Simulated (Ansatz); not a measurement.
ClHTe (SMILES Cl[TeH]) moved off its minimum; all values from Ansatz (a quantum-chemistry and plane-wave program), cores frozen in correlated methods. Elements past Kr take the def2 small-core potentials, without spin–orbit coupling.
(charge 0, multiplicity 1)
```xyz
3

Te    -0.23928    -0.27952     0.47794
H     -1.32864    -0.96610    -0.85040
Cl     0.85206     1.06255    -1.20256
```

Forces at PBE/def2-TZVPP (eV/Å):

```
atom      Fx      Fy      Fz
----  ------  ------  ------
Te1   -0.841  -0.316  -2.011
H2     0.998   0.569   1.493
Cl3   -0.158  -0.254   0.518
```

Give the forces (eV/Å), the total energy and the dipole at CCSD(T)/def2-TZVPPD.


```json
[
 {"atom": "Te1", "Fx": "-0.928", "Fy": "-0.351", "Fz": "-2.208"},
 {"atom": "H2", "Fx": "1.134", "Fy": "0.660", "Fz": "1.637"},
 {"atom": "Cl3", "Fx": "-0.207", "Fy": "-0.309", "Fz": "0.572"}
]
```
Energy -727.4696 hartree, dipole 2.06 D.
